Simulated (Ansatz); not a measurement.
Te(Et)(NH2) (C2H7NTe), SMILES CC[Te]N.

Geometry: PBE-D3(BJ)/def2-SVP. The structure was generated by enumeration, and PubChem lists no compound with its InChIKey, so it may never have been made. The def2 effective core potentials stand for the cores of Te; spin–orbit coupling is left out. The values are those of a single conformer.

Two levels are set side by side: PBE/def2-SVPD (Ansatz, a first-principles code) and CAM-B3LYP/def2-SVPD (Ansatz). Energy differences of separate SCF runs at the same geometry; the states with an electron removed or added have multiplicity 2 and 2. Differences are taken from unrounded values.

| quantity | PBE |
|---|---|
| vertical ionisation energy (eV) | 7.91 |
| vertical singlet–triplet gap (eV) | 2.90 |

These are the PBE values. What does CAM-B3LYP give? (The exact figures need the calculation; the answer reports its results.)


| quantity | CAM-B3LYP | PBE minus CAM-B3LYP |
|---|---|---|
| vertical ionisation energy (eV) | 8.09 | -0.18 |
| vertical singlet–triplet gap (eV) | 3.09 | -0.20 |
